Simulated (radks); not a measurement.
Results of a calculation; reference values are marked as such.
Species: Ir26+. Configuration: [Kr] 4d10 4f5.

Code: a radial shooting solver on a logarithmic mesh with Libxc functionals. Model: scalar-relativistic Kohn-Sham, PBEsol, spin-polarised, spherical densities, finite nucleus; open shells are filled with parallel spins first (spin-orbit coupling, left out, can overturn this in heavy ions); Fermi nuclear charge, rms radius 5.4032 fm.

Energy parts (hartree):
total: -17512.8563
kinetic: 19493.6887
electron-nucleus: -41853.2878
Hartree: 5155.1770
exchange-correlation: -308.4341

Orbitals (lengths in bohr, moments of r in powers of bohr):
orbital,occ.,eigenvalue (hartree),<r^4>
1s down,1,-2826.238,4.816e-07
1s up,1,-2826.237,4.816e-07
2s up,1,-519.7544,0.00007137
2s down,1,-519.7462,0.00007135
2p up,3,-455.7296,0.00005709
2p down,3,-455.7234,0.00005708
3s up,1,-145.1435,0.002571
3s down,1,-144.9423,0.002562
3p up,3,-126.4000,0.002788
3p down,3,-126.1970,0.002776
3d up,5,-105.7580,0.002136
3d down,5,-105.6022,0.002123
4s up,1,-53.13660,0.04955
4s down,1,-52.82847,0.04979
4p up,3,-46.67716,0.06145
4p down,3,-46.38264,0.06183
4d up,5,-38.86062,0.07257
4d down,5,-38.56948,0.07325
4f up,5,-30.39109,0.07371
4f down,0,-30.06927,0.07521

The highest occupied level is 4f up at -826.98 eV. Spin moment in Bohr magnetons: 5.
